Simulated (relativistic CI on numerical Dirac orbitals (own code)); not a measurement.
## Radial parameters of Sm XXIX

Method of calculation: Dirac-Coulomb-Breit CI, orbitals from a KLI potential per configuration, model QED, unscaled Slater integrals (own radial code, finite nucleus).

Slater integrals F^k, G^k are unscaled and averaged over j, outside the closed core [Ar] 3d10; ζ comes from projecting the Hamiltonian with its Breit term on Σ l·s of the shell.

- 4s2.4p4: F^2(4p,4p) = 191470, ζ(4p) = 192190 cm⁻¹; <r>(4p) = 0.5371, <r^2>(4p) = 0.3258 (bohr units).
- 4s.4p5: G^1(4s,4p) = 250740, ζ(4p) = 192030 cm⁻¹; <r>(4s) = 0.5236, <r^2>(4s) = 0.3078, <r>(4p) = 0.5372, <r^2>(4p) = 0.3261 (bohr units).
- 4s2.4p3.4d: F^2(4p,4p) = 191440, ζ(4p) = 192570, F^2(4p,4d) = 187320, G^1(4p,4d) = 233670, G^3(4p,4d) = 149570, ζ(4d) = 23519 cm⁻¹; <r>(4p) = 0.5371, <r^2>(4p) = 0.3259, <r>(4d) = 0.5427, <r^2>(4d) = 0.3363 (bohr units).

Averages of the first 10 configurations, taken without configuration mixing, which lowers the lowest level and can move excited configurations by several eV; other configurations of the list can lie among them:

```tsv
Configuration	Parity	States	Average energy above the lowest level (eV)
4s2.4p4	even	15	27.4
4s.4p5	odd	12	128.9
4s2.4p3.4d	odd	200	159.5
4p6	even	1	238.9
4s.4p4.4d	even	300	257.2
4s2.4p3.4f	even	280	295.7
4s.4p4.4f	odd	420	393.7
4p5.4d	odd	60	363.5
4s.4p3.4d2	odd	1800	388.0
4s2.4p2.4d.4f	odd	2100	428.2
```
